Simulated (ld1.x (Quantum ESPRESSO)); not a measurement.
# Reading a pseudo-wave (aluminium (Al))

Columns: radius, all-electron u(r) and pseudo u(r) of the 3p shell (level -2.79 eV) of aluminium in the configuration [Ne] 3s2 3p1; LDA (PZ), scalar-relativistic, PAW scheme, ld1.x (Quantum ESPRESSO) 7.5.

```csv
r (bohr),all-electron,pseudo
0.103,0.0779,-0.0021
0.205,0.1701,-0.0085
0.308,0.2145,-0.0191
0.410,0.2128,-0.0337
0.513,0.1792,-0.0526
0.615,0.1270,-0.0752
0.718,0.0643,-0.1018
0.820,-0.0017,-0.1315
0.923,-0.0684,-0.1645
1.025,-0.1320,-0.1995
1.128,-0.1923,-0.2366
1.230,-0.2474,-0.2744
1.332,-0.2975,-0.3122
1.435,-0.3429,-0.3497
1.538,-0.3831,-0.3855
1.640,-0.4180,-0.4185
1.743,-0.4484,-0.4484
1.845,-0.4741,-0.4741
1.948,-0.4959,-0.4959
2.050,-0.5135,-0.5135
2.153,-0.5276,-0.5276
2.255,-0.5384,-0.5384
2.358,-0.5462,-0.5462
2.460,-0.5513,-0.5513
2.562,-0.5539,-0.5539
2.665,-0.5543,-0.5543
```

How many radial nodes do the two functions have?

The all-electron 3p function has n − l − 1 = 1; the pseudo-wave has 0, since the states of the same l below it are removed with the core.

At about which radius was the pseudo-wave matched?

1.80 bohr, where the columns begin to agree (steps of 0.10 bohr).

Is the pseudo-wave norm-conserving?

No, it belongs to a PAW set: the norm inside the radius is not constrained, and the difference is carried by the augmentation charge.
